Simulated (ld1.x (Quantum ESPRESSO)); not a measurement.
**Pr (Z = 59): variants of one TM potential**

Base potential:

| Item | Value |
| --- | --- |
| Element | Pr (Z = 59) |
| Generator | ld1.x (Quantum ESPRESSO) 7.5 |
| Type | norm-conserving Troullier–Martins (Kleinman–Bylander form) |
| Functional | BLYP |
| Relativity | fully relativistic |
| Frozen core | [Kr] 4d10 4f2 |
| Valence charge | 11 |
| Reference configuration | 5s2 5p6 5d1 6s1.5 6p0 (charge +0.5) |
| Partial waves | 5p (bound): rc 2.35 bohr; 5d (bound): rc 2.75 bohr; 5s (bound): rc 1.35 bohr |
| Local potential | the s channel |
| Core correction | a·sin(br)/r model core inside 0.70 bohr |

Open shells are filled in proportion to 2j + 1 (rel_dist='average').

Occupied shells without a wave of their own: 6s. They enter only through the test configuration that unscreens the potential, and ld1.x also counts them in the model core charge.

All-electron outer shells of the reference configuration (BLYP, scalar-relativistic, ld1.x):

```tsv
shell	level (eV)	outermost node (bohr)	outermost maximum (bohr)
5s	-44.81	0.73	1.33
5p	-26.58	0.79	1.51
4f	-8.85	–	0.68
6s	-6.05	1.77	3.53
5d	-5.52	0.90	2.11
6p	-3.24	2.10	4.58
```

Cutoffs, loose and tight: the cutoffs (Ry, on a coarse ladder) from which the occupation-weighted sum of valence levels, in a spherical-Bessel basis at the reference potential, stays within 10 and 1 mRy of its value at 400 Ry. They do not see the model core or the augmentation charge, which bear on the density cutoff. Test errors are all-electron minus pseudo excitation energies from the reference, over the configurations 5s2 5p6 5d1 6s2 6p0; 5s2 5p6 5d1 6s1 6p0; 5s2 5p6 5d1 6s0 6p0; 5s2 5p6 5d0 6s0 6p0; 5s2 5p6 5d1 6s0 6p1; 5s2 5p6 5d0 6s2 6p1; 5s2 5p6 5d1 6s1 6p1. A dash means not determined; rows that change the core or the reference have their own tests. The largest error is taken over the tests solved by every variant that gives reliable tests at all: 5s2 5p6 5d0 6s0 6p0; 5s2 5p6 5d1 6s0 6p0; 5s2 5p6 5d1 6s1 6p0; 5s2 5p6 5d1 6s2 6p0.

With those shells counted twice in exchange and correlation these files are broken, and their errors move erratically; no question is asked of them.

A true bound ghost makes a file unfit for plane-wave use even where its test errors are small: the radial tests pick states by their node count and pass the ghost by.

Cutoffs are not given where the Bessel-basis levels miss the radial ones by over 6 mRy, ghosts where they miss by over 20 mRy; a channel whose overlap is not positive is not tested.

```tsv
change	outcome	bound ghosts	largest test error (meV)
base	generated	p1/2	-615
all radii but the core radius scaled by about 0.91 (s 1.22, p 2.14, d 2.50 bohr)	generated	p1/2	-779
wave 5d (bound): rc 2.75 bohr becomes 5d (bound): rc 2.86 bohr	generated	p1/2	-615
core [Kr] 4d10, valence charge 13; reference 4f3 5s2 5p6 5d0 6s0 6p0; waves now 5p (bound): rc 2.55 bohr; 5d (bound): rc 3.80 bohr; 4f (bound): rc 0.95 bohr; 5s (bound): rc 2.50 bohr; core correction Bessel-smoothed model core inside 0.75 bohr	generated	not determined	+3566 over the solved tests; 3 of 7 tests not solved or not reliable
wave 5p (bound): rc 2.35 bohr becomes 5p (bound): rc 1.58 bohr	generated	not determined	-619
local potential the d channel	failed: run_pseudo: Errors in PS-KS equation	–	–
wave 5s (bound): rc 1.35 bohr becomes 5s (bound): rc 0.90 bohr	failed: run_pseudo: Errors in PS-KS equation	–	–
functional PBE	generated	p1/2	-728
reference 5s2 5p6 5d1 6s1 6p0	generated	p1/2	-362
core correction a·sin(br)/r model core inside 0.86 bohr	generated	p1/2	-615
```
